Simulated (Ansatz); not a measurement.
Reaction (formal exchange of groups at the Si–O bond): `O[Si]F` + `CCCC(=O)N(C)C` → `CN(C)[Si]F` + `CCCC(=O)O`

Computed with Ansatz on PBE0-D4/def2-TZVP structures; ΔE is electronic, products minus reactants. CCSD(T)/CBS is the MP2 limit (def2-TZVPP, def2-QZVPP) plus CCSD(T) − MP2 in def2-TZVPP, frozen cores. This one scheme is used for every species. DFT in def2-TZVPP. B3LYP here is the variant with VWN-RPA as its local correlation; programs differ in this. One conformer a species, not always the lowest.

`O[Si]F`:

Cartesian coordinates in Å:
```
O -0.378 0.857 0.308
Si 0.109 -0.611 0.848
F 0.590 -1.319 -0.528
H -0.321 1.073 -0.628
```

`CCCC(=O)N(C)C`:

Z-matrix (Å, degrees):
```
C
C 1 1.518
H 1 1.092 2 111.2
H 1 1.094 2 111.4 3 -120.0
H 1 1.094 2 111.4 3 120.0
C 2 1.517 1 112.0 3 180.0
H 2 1.093 1 110.5 3 -58.2
H 2 1.093 1 110.5 3 58.2
C 6 1.518 2 112.4 1 180.0
H 6 1.097 2 109.9 1 58.1
H 6 1.096 2 109.9 1 -58.0
O 9 1.218 6 121.0 2 -0.0
N 9 1.364 6 117.3 2 180.0
C 13 1.438 9 125.3 6 -0.0
C 13 1.441 9 119.3 6 180.0
H 14 1.096 13 110.6 9 -120.4
H 14 1.096 13 110.6 9 120.4
H 14 1.086 13 111.5 9 -0.0
H 15 1.087 13 108.7 9 -0.2
H 15 1.095 13 110.6 9 119.9
H 15 1.095 13 110.6 9 -120.4
```

`CN(C)[Si]F`:

Cartesian coordinates in Å:
```
C 0.817 -0.369 1.075
N -0.185 0.222 0.216
C -0.126 -0.239 -1.152
Si -1.277 1.349 0.895
F -2.167 1.708 -0.417
H 0.717 0.021 2.093
H 1.828 -0.139 0.720
H 0.712 -1.459 1.116
H 0.850 -0.010 -1.597
H -0.902 0.242 -1.745
H -0.267 -1.325 -1.203
```

`CCCC(=O)O`:

Z-matrix (Å, degrees):
```
C
C 1 1.519
H 1 1.093 2 111.2
H 1 1.092 2 111.1 3 -120.2
H 1 1.093 2 111.4 3 119.9
C 2 1.527 1 112.9 3 -58.5
H 2 1.093 1 110.1 3 179.3
H 2 1.094 1 109.8 3 62.2
C 6 1.501 2 113.3 1 -60.8
H 6 1.095 2 109.7 1 179.1
H 6 1.091 2 111.2 1 59.7
O 9 1.201 6 125.9 2 123.8
O 9 1.347 6 112.0 2 -56.5
H 13 0.967 9 106.4 6 -179.8
```

```json
{"species": "`O[Si]F`", "B3LYP-D4 energy (Eh)": "-465.36072"}
{"species": "`CCCC(=O)N(C)C`", "B3LYP-D4 energy (Eh)": "-366.63474"}
{"species": "`CN(C)[Si]F`", "B3LYP-D4 energy (Eh)": "-524.11509"}
{"species": "`CCCC(=O)O`", "B3LYP-D4 energy (Eh)": "-307.86343"}
```

(1) Work out ΔE.

Largest T1 diagnostic among the species: 0.015.

## Answers

(1) ΔE = (-524.11509) + (-307.86343) − (-465.36072) − (-366.63474) = 0.01694 Eh = +0.46 eV. CCSD(T)/CBS gives +0.47 eV.

In def2-TZVPP, CCSD(T) changes the Hartree–Fock value by +0.04 eV (the triples alone add +0.00 eV) and MP2 by +0.07 eV.
